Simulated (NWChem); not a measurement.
System: GaN2H4F; SMILES [NH2][Ga]([NH2])[F]

Here is an NWChem input.

```
start job
memory heap 200 mb stack 900 mb global 1100 mb
geometry units angstroms noautoz
  Ga     0.000000     0.000000     0.019084
  F      0.000000     0.000000     1.795050
  N     -1.640966    -0.024308    -0.781246
  H     -1.742132     0.373414    -1.718007
  H     -2.441924     0.233228    -0.198749
  N      1.640966     0.024308    -0.781246
  H      1.742132    -0.373414    -1.718007
  H      2.441924    -0.233228    -0.198749
end
basis spherical
  * library def2-svp
end
dft
  xc xpbe96 cpbe96
  iterations 150
  mulliken
end
task dft energy
```

Excerpt of the output:

```
             Northwest Computational Chemistry Package (NWChem) 7.3.0
             --------------------------------------------------------

 C2  symmetry detected

                             Geometry "geometry" -> ""
                             -------------------------

 Output coordinates in angstroms (scale by  1.889725989 to convert to a.u.)

  No.       Tag          Charge          X              Y              Z
 ---- ---------------- ---------- -------------- -------------- --------------
    1 Ga                  31.0000     0.00000000     0.00000000    -0.01498666
    2 F                    9.0000     0.00000000     0.00000000     1.76097934
    3 N                    7.0000    -1.64044561    -0.04794252    -0.81531666
    4 H                    1.0000    -1.74733004     0.34828099    -1.75207766
    5 H                    1.0000    -2.44503015     0.19802949    -0.23281966
    6 N                    7.0000     1.64044561     0.04794252    -0.81531666
    7 H                    1.0000     1.74733004    -0.34828099    -1.75207766
    8 H                    1.0000     2.44503015    -0.19802949    -0.23281966

 Effective nuclear repulsion energy (a.u.)     290.0805772779

      Symmetry information
      --------------------

 Group name             C2
 Group number              4
 Group order               2
 No. of unique centers     5

  pbe96 is a nonlocal functional; adding pw91lda local functional.

                                 NWChem DFT Module
                                 -----------------

 Summary of "ao basis" -> "ao basis" (spherical)
 ------------------------------------------------------------------------------
       Tag                 Description            Shells   Functions and Types
 ---------------- ------------------------------  ------  ---------------------
 Ga                         def2-svp                12       32   5s4p3d
 F                          def2-svp                 6       14   3s2p1d
 N                          def2-svp                 6       14   3s2p1d
 H                          def2-svp                 3        5   2s1p

      Symmetry analysis of basis
      --------------------------

        a          50
        b          44

            General Information
            -------------------
          SCF calculation type: DFT
          Wavefunction type:  closed shell.
          No. of atoms     :     8
          No. of electrons :    58
           Alpha electrons :    29
            Beta electrons :    29
          Charge           :     0
          Spin multiplicity:     1
          Use of symmetry is: on ; symmetry adaption is: on
          Maximum number of iterations: 150
          AO basis - number of functions:    94
                     number of shells:    42
          Convergence on energy requested:  1.00D-06
          Convergence on density requested:  1.00D-05
          Convergence on gradient requested:  5.00D-04

              XC Information
              --------------
          PerdewBurkeErnzerhof Exchange Functional  1.000
            Perdew 1991 LDA Correlation Functional  1.000 local
           PerdewBurkeErnz. Correlation Functional  1.000 non-local

             Grid Information
             ----------------
          Grid used for XC integration:  medium
          Radial quadrature: Mura-Knowles
          Angular quadrature: Lebedev.
          Tag              B.-S. Rad. Rad. Pts. Rad. Cut. Ang. Pts.
          ---              ---------- --------- --------- ---------
          Ga                  1.30      112           8.0       590
          F                   0.50       49          10.0       434
          N                   0.65       49          11.0       434
          H                   0.35       45          12.0       434
          Grid pruning is: on
          Number of quadrature shells:   300
          Spatial weights used:  Erf1

      Superposition of Atomic Density Guess
      -------------------------------------

 Sum of atomic energies:       -2132.75385164

      Non-variational initial energy
      ------------------------------

 Total energy =   -2133.778778
 1-e energy   =   -3550.887004
 2-e energy   =    1127.027649
 HOMO         =      -0.350059
 LUMO         =      -0.037105

      Symmetry analysis of molecular orbitals - initial
      -------------------------------------------------

  Numbering of irreducible representations:

     1 a           2 b

  Orbital symmetries:

     1 a           2 a           3 b           4 a           5 b
     6 a           7 a           8 b           9 a          10 b
    11 a          12 b          13 a          14 a          15 b
    16 a          17 a          18 b          19 b          20 a
    21 a          22 b          23 a          24 b          25 b
    26 a          27 b          28 b          29 a          30 a
    31 b          32 b          33 a          34 a          35 b
    36 a          37 b          38 a          39 b

     ---------------------------------------------
      Total Density - Mulliken Population Analysis
     ---------------------------------------------

    Atom       Charge   Shell Charges
 -----------   ------   -------------------------------------------------------
    1 Ga  31    29.61   2.00  2.00  2.00  0.70  0.08  6.00  5.98  0.50  0.20  8.11  1.83  0.21
    2 F    9     9.72   1.99  1.15  0.81  3.56  2.21  0.00
    3 N    7     7.82   1.99  1.03  0.47  2.56  1.76  0.01
    4 H    1     0.75   0.59  0.12  0.04
    5 H    1     0.76   0.59  0.12  0.04
    6 N    7     7.82   1.99  1.03  0.47  2.56  1.76  0.01
    7 H    1     0.75   0.59  0.12  0.04
    8 H    1     0.76   0.59  0.12  0.04

   convergence    iter        energy       DeltaE   RMS-Dens  Diis-err
 ---------------- ----- ----------------- --------- --------- ---------
 d= 0,ls=0.0,diis     1  -2135.6363536949 -2.43D+03  2.16D-02  9.97D-01
 d= 0,ls=0.0,diis     2  -2135.3128635053  3.23D-01  1.40D-02  4.66D+00
 d= 0,ls=0.0,diis     3  -2135.7433603781 -4.30D-01  3.33D-03  1.56D-01
 d= 0,ls=0.0,diis     4  -2135.7498676233 -6.51D-03  1.75D-03  6.54D-02
 d= 0,ls=0.0,diis     5  -2135.7564112726 -6.54D-03  4.21D-04  5.76D-03
  Resetting Diis
 d= 0,ls=0.0,diis     6  -2135.7568613153 -4.50D-04  8.90D-05  1.92D-04
 d= 0,ls=0.0,diis     7  -2135.7568732370 -1.19D-05  3.01D-05  2.49D-06
 d= 0,ls=0.0,diis     8  -2135.7568727434  4.94D-07  1.89D-05  8.41D-06
 d= 0,ls=0.0,diis     9  -2135.7568734825 -7.39D-07  3.95D-06  2.69D-07

         Total DFT energy =    -2135.756873482540
      One electron energy =    -3553.233583654473
           Coulomb energy =     1227.742929731680
    Exchange-Corr. energy =     -100.346796837644
 Nuclear repulsion energy =      290.080577277897

 Numeric. integr. density =       57.999994886321

                  Occupations of the irreducible representations
                  ----------------------------------------------

                     irrep           alpha         beta
                     --------     --------     --------
                     a                16.0         16.0
                     b                13.0         13.0

                       DFT Final Molecular Orbital Analysis
                       ------------------------------------

 Vector   27  Occ=2.000000D+00  E=-2.824088D-01  Symmetry=b
              MO Center= -2.9D-15, -7.4D-16,  1.4D+00, r^2= 1.7D+00
   Bfn.  Coefficient  Atom+Function         Bfn.  Coefficient  Atom+Function
  ----- ------------  ---------------      ----- ------------  ---------------
    36      0.596277  2 F  px                39     -0.410037  2 F  px
    37      0.133786  2 F  py                21     -0.126344  1 Ga d  1
    15     -0.116078  1 Ga px                49     -0.116600  3 N  s
    73      0.116600  6 N  s                 50      0.113763  3 N  px
    74      0.113763  6 N  px                40     -0.093921  2 F  py

 Vector   28  Occ=2.000000D+00  E=-2.270031D-01  Symmetry=b
              MO Center=  2.2D-13,  1.2D-14, -5.8D-01, r^2= 3.7D+00
   Bfn.  Coefficient  Atom+Function         Bfn.  Coefficient  Atom+Function
  ----- ------------  ---------------      ----- ------------  ---------------
    51      0.340212  3 N  py                75      0.340212  6 N  py
    54     -0.274100  3 N  py                78     -0.274100  6 N  py
    37     -0.172993  2 F  py                16     -0.151280  1 Ga py
    13     -0.147248  1 Ga py                40      0.128570  2 F  py
    50      0.109745  3 N  px                74      0.109745  6 N  px

 Vector   29  Occ=2.000000D+00  E=-2.080047D-01  Symmetry=a
              MO Center= -2.3D-13, -1.4D-14, -8.0D-01, r^2= 3.6D+00
   Bfn.  Coefficient  Atom+Function         Bfn.  Coefficient  Atom+Function
  ----- ------------  ---------------      ----- ------------  ---------------
    51      0.393984  3 N  py                75     -0.393984  6 N  py
    54     -0.328062  3 N  py                78      0.328062  6 N  py
    49      0.107357  3 N  s                 73      0.107357  6 N  s
     4     -0.095741  1 Ga s                 18     -0.095387  1 Ga d -2
    48      0.090456  3 N  s                 72      0.090456  6 N  s

 Vector   30  Occ=0.000000D+00  E=-3.877713D-02  Symmetry=a
              MO Center= -3.8D-14, -3.1D-15, -2.6D-01, r^2= 4.9D+00
   Bfn.  Coefficient  Atom+Function         Bfn.  Coefficient  Atom+Function
  ----- ------------  ---------------      ----- ------------  ---------------
     5      0.866840  1 Ga s                 49     -0.623594  3 N  s
    73     -0.623594  6 N  s                  4      0.349882  1 Ga s
     3     -0.244318  1 Ga s                 62      0.243309  4 H  s
    86      0.243309  7 H  s                 48     -0.205072  3 N  s
    72     -0.205072  6 N  s                 35     -0.198666  2 F  s

[...]
```

Level: PBE/def2-SVP. All runs use the structure optimised with PBE-D3(BJ)/def2-SVP.
